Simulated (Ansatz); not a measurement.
C3H8OSi can be A, `C=C[SiH](C)O`, or B, `CC(C)[Si]O`.

Isolated molecules relaxed with PBE0-D4/def2-TZVP in Ansatz; ΔE leaves out vibrations. CBS: MP2 limit from def2 TZ/QZ plus the TZ coupled-cluster correction, frozen cores. DFT in def2-TZVPP. One conformer a species, not always the lowest.

(1) Which isomer does CCSD(T)/CBS put lower? Give the gap. (Estimate.)

(2) Give E(B) − E(A) in kJ/mol with BLYP-D4, PBE0-D4, CCSD/def2-TZVPP, B2PLYP, ωB97M-V, CCSD(T)/def2-TZVPP, MP2/def2-TZVPP. (Estimate.)

(3) Does the order hold for the free energy at 298.15 K (harmonic terms from PBE0-D4)? (An estimate is asked.)

Largest T1 diagnostic: 0.013.

## Answers

(1) The calculation gave: A, by 97.2 kJ/mol.

(2) Ansatz gave: BLYP-D4 90.0, PBE0-D4 86.6, CCSD/def2-TZVPP 95.0, B2PLYP 99.9, ωB97M-V 86.9, CCSD(T)/def2-TZVPP 93.8, MP2/def2-TZVPP 97.8. None reverses the order clearly.

(3) The calculation gave: Yes: G(B) − G(A) = +109.8 kJ/mol, for one conformer each. Modes under 60 cm⁻¹, often nearly free rotors, make the harmonic entropy too high.

In def2-TZVPP, CCSD(T) changes the Hartree–Fock value by −31.2 kJ/mol (the triples alone add −1.2 kJ/mol) and MP2 by −27.2 kJ/mol. At CCSD(T), def2-SVP lies −26.0 kJ/mol from the extrapolated value and def2-TZVPP −3.4 kJ/mol.
